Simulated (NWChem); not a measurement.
Molecule: phosphorus nitride (PN); SMILES N#P

```xyz
2

N      0.0000     0.0000     1.0049
P      0.0000     0.0000    -0.4745
```
Atoms are numbered in this order, from 1.

The geometry was optimised at PBE0-D3(BJ)/def2-TZVP.

 Unshifted, non-relativistic core excitations; the lowest 4 roots alone, so stronger bands may lie above.

Question: List the first N K-edge excitations from BHandHLYP/def2-TZVP, restricted-window TDA (NWChem).

Answer: 
```
state  energy (eV)  dipole oscillator strength           leading excitation (squared amplitude)
-----  -----------  --------------------------  -----------------------------------------------
S1           395.4                      0.0601    1s of atom 1 or its equivalents → LUMO (0.94)
S2           395.4                      0.0601  1s of atom 1 or its equivalents → LUMO+1 (0.94)
S3           401.5                      0.0161  1s of atom 1 or its equivalents → LUMO+2 (0.94)
S4           407.2                      0.0292  1s of atom 1 or its equivalents → LUMO+8 (0.84)
```
